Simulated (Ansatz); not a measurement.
Reaction (ligand exchange at the In–C bond): `F[CH2][In]([SH])[Cl]` + H₂S → `[SH][In]([SH])[Cl]` + `CF`

Program: Ansatz. Geometries: PBE0-D4/def2-TZVP. ΔE: electronic, gas phase. CBS: MP2 limit from def2 TZ/QZ plus the TZ coupled-cluster correction, frozen cores. This one scheme is used for every species. Functionals use def2-TZVPP. B3LYP here is the variant with VWN-RPA as its local correlation; programs differ in this. Elements past krypton have def2 core potentials. For In outer-core shells are correlated without core-valence functions, which leaves a few kJ/mol of doubt a bond. One conformer a species, not always the lowest.

| level | ΔE (kJ/mol) | difference from CCSD(T)/CBS |
| --- | --- | --- |
| PBE-D4 | -112.3 | 9.3 |
| revPBE-D4 | -111.6 | 10.0 |
| B97M-V | -122.5 | -0.9 |
| r2SCANh-D4 | -121.1 | 0.5 |
| r2SCAN | -118.9 | 2.7 |
| B3LYP | -116.5 | 5.1 |
| r2SCAN0 | -124.0 | -2.4 |
| SCS-MP2/def2-TZVPP | -122.6 | -1.0 |
| SCS-MP2/def2-QZVPP | -124.5 | -2.9 |
| HF/CBS(def2) | -135.2 | -13.6 |
| CCSD(T)/CBS | -121.6 | 0 |

Largest T1 diagnostic among the species: 0.013.

Leaving LDA and LC-ωPBE aside and taking each functional with its dispersion term where it has one, the values, not all of them listed here, spread over 15.9 kJ/mol, from BHLYP-D4 to BLYP-D4. LDA lies +3.5 kJ/mol from PBE without D4. From r2SCAN to r2SCAN0 (25 % exact exchange), in def2-TZVPP and without D4, ΔE moves by −5.0 kJ/mol. In def2-TZVPP, CCSD(T) changes the Hartree–Fock value by +17.4 kJ/mol (the triples alone add +0.8 kJ/mol) and MP2 by +11.6 kJ/mol.

CCSD(T)/CBS has its own doubt, a few kJ/mol and more with outer-core shells, so smaller differences from it don't rank the levels.
